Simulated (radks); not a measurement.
Charge is removed step by step from the 5p down level of neutral europium, starting from [Kr] 4d10 4f7 5s2 5p(up 3, down 3) 6s2. Method: scalar-relativistic Kohn-Sham, BLYP, spin-polarised, spherical densities, point nucleus; open shells are filled with parallel spins first (spin-orbit coupling, left out, can overturn this in heavy ions); computed with a radial shooting solver on a logarithmic mesh with Libxc functionals.

removed (e)  E - E(0) (eV)  eigenvalue (eV)  E minus straight line (eV)
0                    0.000          -22.043                       0.000
0.1                  2.248          -22.967                      -0.440
0.2                  4.589          -23.910                      -0.787
0.3                  7.026          -24.872                      -1.039
0.4                  9.559          -25.851                      -1.193
0.5                 12.192          -26.845                      -1.249
0.6                 14.924          -27.854                      -1.205
0.7                 17.758          -28.876                      -1.059
0.8                 20.695          -29.911                      -0.811
0.9                 23.735          -30.958                      -0.458
1                   26.882          -32.017                       0.000

Removing the whole electron costs 26.882 eV by Delta-SCF, against 22.043 eV from minus the eigenvalue at the starting occupation. Slater's transition state (half an electron removed) gives 26.845 eV. Integrating minus the eigenvalue over the occupation (Janak's theorem) gives 26.906 eV. In this scalar-relativistic scheme the density is built from large components alone, so the theorem holds only approximately. The mean slope of the eigenvalue, de/dn, is 9.97 eV per electron.
